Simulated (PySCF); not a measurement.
PySCF input (BP86/def2-TZVPD):

```python
from pyscf import gto, scf, dft

mol = gto.M(
    atom='''
    Al    0.00000000    0.00000000    0.00000000
    Br    0.00000000    0.00000000    2.15640065
    Br   -0.00000000   -0.00000000   -2.15640065
    ''',
    basis='def2-tzvpd',
    charge=1,
    spin=0,
    verbose=4,
)

mf = dft.RKS(mol, xc='bp86').density_fit(auxbasis='def2-universal-jkfit')
mf.grids.level = 3
mf.conv_tol = 1e-9
mf.max_cycle = 100
mf.max_memory = 1500
mf.kernel()
if not mf.converged:
    mf = mf.newton()
    mf.kernel(mf.make_rdm1())
mf.analyze()
```

Output:

```
PySCF version 2.14.0

[INPUT] verbose = 4
[INPUT] num. atoms = 3
[INPUT] num. electrons = 82
[INPUT] charge = 1
[INPUT] spin (= nelec alpha-beta = 2S) = 0
[INPUT] symmetry False subgroup None
[INPUT] Mole.unit = angstrom
[INPUT] Symbol           X                Y                Z      unit          X                Y                Z       unit  Magmom
[INPUT]  1 Al     0.000000000000   0.000000000000   0.000000000000 AA    0.000000000000   0.000000000000   0.000000000000 Bohr   0.0
[INPUT]  2 Br     0.000000000000   0.000000000000   2.156400650000 AA    0.000000000000   0.000000000000   4.075006643334 Bohr   0.0
[INPUT]  3 Br     0.000000000000   0.000000000000  -2.156400650000 AA    0.000000000000   0.000000000000  -4.075006643334 Bohr   0.0

nuclear repulsion = 373.619022803439
number of shells = 53
number of NR pGTOs = 293
number of NR cGTOs = 157
basis = def2-tzvpd
ecp = {}

******** <class 'pyscf.df.df_jk.DFRKS'> ********
method = DFRKS
initial guess = minao
damping factor = 0
level_shift factor = 0
DIIS = <class 'pyscf.scf.diis.CDIIS'>
diis_start_cycle = 1
diis_space = 8
diis_damp = 0
SCF conv_tol = 1e-09
SCF conv_tol_grad = None
SCF max_cycles = 100
direct_scf = False
XC library pyscf.dft.libxc version 7.1.2
    S. Lehtola, C. Steigemann, M. J. T. Oliveira, and M. A. L. Marques,  SoftwareX 7, 1–5 (2018)
XC functionals = bp86
    A. D. Becke,  Phys. Rev. A 38, 3098 (1988)
    J. P. Perdew,  Phys. Rev. B 33, 8822 (1986)
    J. P. Perdew,  Phys. Rev. B 34, 7406–7406 (1986)
radial grids:
    Treutler-Ahlrichs [JCP 102, 346 (1995); DOI:10.1063/1.469408] (M4) radial grids

becke partition: Becke, JCP 88, 2547 (1988); DOI:10.1063/1.454033
pruning grids: <function nwchem_prune>
grids dens level: 3
symmetrized grids: False
atomic radii adjust function: <function treutler_atomic_radii_adjust>
small_rho_cutoff = 0
Set gradient conv threshold to 3.16228e-05
Initial guess from minao.
tot grids = 60032
init E= -5389.61235297352
  HOMO = -0.321443697459592  LUMO = -0.138457608218214  gap/eV = 4.97931
cycle= 1 E= -5391.0799929417  delta_E= -1.47  |g|= 0.588  |ddm|=  2.3
  HOMO = -0.501425781322428  LUMO = -0.381564824938367  gap/eV = 3.26158
cycle= 2 E= -5390.98406130556  delta_E= 0.0959  |g|= 0.709  |ddm|= 1.45
  HOMO = -0.510747048924651  LUMO = -0.336918582830185  gap/eV = 4.73011
cycle= 3 E= -5391.09937352541  delta_E= -0.115  |g|= 0.362  |ddm|= 1.16
  HOMO = -0.497960978753143  LUMO = -0.344299827533458  gap/eV = 4.18133
[...]
cycle= 9 E= -5391.13186044886  delta_E= -3.88e-10  |g|= 4.24e-06  |ddm|= 5.89e-05
  HOMO = -0.497774683957337  LUMO = -0.343640929189192  gap/eV = 4.19419
Extra cycle  E= -5391.13186044884  delta_E= 2.55e-11  |g|= 9.88e-06  |ddm|= 1.83e-05
converged SCF energy = -5391.13186044884
**** SCF Summaries ****
Total Energy =                       -5391.131860448836051
Nuclear Repulsion Energy =             373.619022803438725
One-electron Energy =                -8227.941939648806510
Two-electron Energy =                 2463.191056396532076
Two-electron Coulomb Energy =         2664.817376740036252
DFT Exchange-Correlation Energy =     -201.626320343504347
HOMO-LUMO gap [eV] =                     4.194193099708015
**** MO energy ****
MO #1   energy= -481.383927289619  occ= 2
MO #2   energy= -481.383924799439  occ= 2
MO #3   energy= -62.0744240529194  occ= 2
MO #4   energy= -62.0744145657764  occ= 2
MO #5   energy= -55.9874798411481  occ= 2
MO #6   energy= -55.9874757215917  occ= 2
MO #7   energy= -55.9850152092127  occ= 2
MO #8   energy= -55.9850152092126  occ= 2
MO #9   energy= -55.9850151496146  occ= 2
MO #10  energy= -55.9850151496145  occ= 2
MO #11  energy= -55.7367102597068  occ= 2
MO #12  energy= -8.64806573372064  occ= 2
MO #13  energy= -8.64805067225951  occ= 2
MO #14  energy= -6.5234388422018   occ= 2
MO #15  energy= -6.52343869261909  occ= 2
MO #16  energy= -6.51570905346812  occ= 2
MO #17  energy= -6.5157090534681   occ= 2
MO #18  energy= -6.51570842760851  occ= 2
MO #19  energy= -6.51570842760851  occ= 2
MO #20  energy= -4.25585771279857  occ= 2
MO #21  energy= -2.86020233411003  occ= 2
MO #22  energy= -2.86020233411002  occ= 2
MO #23  energy= -2.85331843401299  occ= 2
MO #24  energy= -2.7271200060084   occ= 2
MO #25  energy= -2.72705263467276  occ= 2
MO #26  energy= -2.72479003241412  occ= 2
MO #27  energy= -2.72479003241411  occ= 2
MO #28  energy= -2.72478728433695  occ= 2
MO #29  energy= -2.72478728433692  occ= 2
MO #30  energy= -2.71903031763774  occ= 2
MO #31  energy= -2.7190298145019   occ= 2
MO #32  energy= -2.71902358182692  occ= 2
MO #33  energy= -2.71902307858503  occ= 2
MO #34  energy= -0.945451217425794 occ= 2
MO #35  energy= -0.938321609972839 occ= 2
MO #36  energy= -0.61564612935001  occ= 2
MO #37  energy= -0.561766820857798 occ= 2
MO #38  energy= -0.509799713883728 occ= 2
MO #39  energy= -0.509799713883725 occ= 2
MO #40  energy= -0.497774683957343 occ= 2
MO #41  energy= -0.497774683957337 occ= 2
MO #42  energy= -0.343640929189192 occ= 0
MO #43  energy= -0.2890293523638   occ= 0
MO #44  energy= -0.289029352363795 occ= 0
MO #45  energy= -0.149417092186491 occ= 0
MO #46  energy= -0.129086390555167 occ= 0
MO #47  energy= -0.129085002350563 occ= 0
MO #48  energy= -0.128620405399494 occ= 0
MO #49  energy= -0.098217031008434 occ= 0
MO #50  energy= -0.0982170310084276 occ= 0
MO #51  energy= -0.0900990468015946 occ= 0
MO #52  energy= -0.089669669659208 occ= 0
MO #53  energy= -0.0896696696592053 occ= 0
MO #54  energy= -0.0807716483454227 occ= 0
MO #55  energy= -0.0676283384537467 occ= 0
MO #56  energy= -0.0676283384537263 occ= 0
MO #57  energy= -0.0502182275436544 occ= 0
MO #58  energy= -0.0502181757506893 occ= 0
MO #59  energy= -0.0355069389286964 occ= 0
MO #60  energy= -0.0168279732339371 occ= 0
MO #61  energy= 0.0196008841943572 occ= 0
MO #62  energy= 0.0229415238592233 occ= 0
MO #63  energy= 0.0229565701584143 occ= 0
MO #64  energy= 0.0333546884150634 occ= 0
MO #65  energy= 0.0333546884150998 occ= 0
MO #66  energy= 0.0338675412349935 occ= 0
MO #67  energy= 0.0423732731090761 occ= 0
MO #68  energy= 0.0423734000559962 occ= 0
MO #69  energy= 0.0448605976617567 occ= 0
MO #70  energy= 0.0448605976617845 occ= 0
MO #71  energy= 0.0588003894213798 occ= 0
MO #72  energy= 0.0588003894213955 occ= 0
MO #73  energy= 0.0650355305907923 occ= 0
MO #74  energy= 0.128281305238199  occ= 0
MO #75  energy= 0.12828130523821   occ= 0
MO #76  energy= 0.160666731012165  occ= 0
MO #77  energy= 0.205021077992052  occ= 0
MO #78  energy= 0.207510141648747  occ= 0
MO #79  energy= 0.207510141648757  occ= 0
MO #80  energy= 0.232982848430509  occ= 0
MO #81  energy= 0.234646685974659  occ= 0
MO #82  energy= 0.234646814950673  occ= 0
MO #83  energy= 0.287720125063056  occ= 0
MO #84  energy= 0.287725150654054  occ= 0
MO #85  energy= 0.29919984404236   occ= 0
MO #86  energy= 0.299199844042414  occ= 0
MO #87  energy= 0.312983996122572  occ= 0
MO #88  energy= 0.312983996122572  occ= 0
MO #89  energy= 0.340731752879261  occ= 0
MO #90  energy= 0.35711292358252   occ= 0
MO #91  energy= 0.379973937148046  occ= 0
MO #92  energy= 0.414088538761469  occ= 0
MO #93  energy= 0.41408853876151   occ= 0
MO #94  energy= 0.42209981547887   occ= 0
MO #95  energy= 0.470773066593363  occ= 0
MO #96  energy= 0.470773066593374  occ= 0
MO #97  energy= 0.506625468676182  occ= 0
MO #98  energy= 0.506625626790327  occ= 0
MO #99  energy= 0.519322970115283  occ= 0
MO #100 energy= 0.519324617680094  occ= 0
MO #101 energy= 0.602532062403768  occ= 0
MO #102 energy= 0.602532062403851  occ= 0
MO #103 energy= 0.686039498139904  occ= 0
MO #104 energy= 0.693882252654614  occ= 0
MO #105 energy= 0.726409613975234  occ= 0
MO #106 energy= 0.72640961397525   occ= 0
MO #107 energy= 0.923753449787004  occ= 0
[...]
```
